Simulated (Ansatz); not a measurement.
Relaxation of C3H6Si (10 atoms, charge 0, multiplicity 1), to a largest force component of 0.015 eV/Å in at most 40 steps.

Level of theory: Ansatz 0.2.0, RKS LDA/def2-SVP.

```xyz
10
Properties=species:S:1:pos:R:3:forces:R:3
C -1.450 1.191 -1.822 -8.61 3.60 -7.31
C -0.624 0.864 -1.103 7.76 -3.26 6.72
Si 0.716 0.291 0.027 0.72 0.71 -0.41
C 0.274 -1.090 1.129 0.33 -2.69 -1.56
H -2.273 1.559 -2.502 1.12 -0.55 0.87
H 1.202 1.440 0.882 -0.16 0.08 -0.14
H 1.941 -0.150 -0.763 -0.30 0.12 -0.08
H -0.542 -0.899 1.785 -1.24 0.36 1.04
H -0.019 -2.032 0.488 0.30 1.38 0.84
H 1.145 -1.448 1.718 0.07 0.26 0.05
```

Problem. Where does it end, and by what steps?

Solution. It converged. After 4 steps the energy has fallen by 0.599 eV; H8 moved furthest, 0.10 Å. The start is strongly strained (largest force component 9 eV/Å).

```
step  energy less start (eV)  largest force component (eV/Å)  accepted
   0                  0.0000                           8.605       yes
   1                 -0.5759                           1.047       yes
   2                 -0.5952                           0.274       yes
   3                 -0.5992                           0.020       yes
   4                 -0.5993                           0.010       yes
```

```xyz
10
Properties=species:S:1:pos:R:3
C -1.475 1.181 -1.793
C -0.553 0.834 -1.064
Si 0.805 0.294 0.032
C 0.256 -1.137 1.096
H -2.290 1.487 -2.441
H 1.219 1.467 0.883
H 1.978 -0.097 -0.829
H -0.607 -0.845 1.729
H -0.048 -1.998 0.465
H 1.085 -1.462 1.760
```

Time of the run: 14 s on 1 thread of Arm Neoverse N1, on a shared host, peak memory 0.26 GiB.
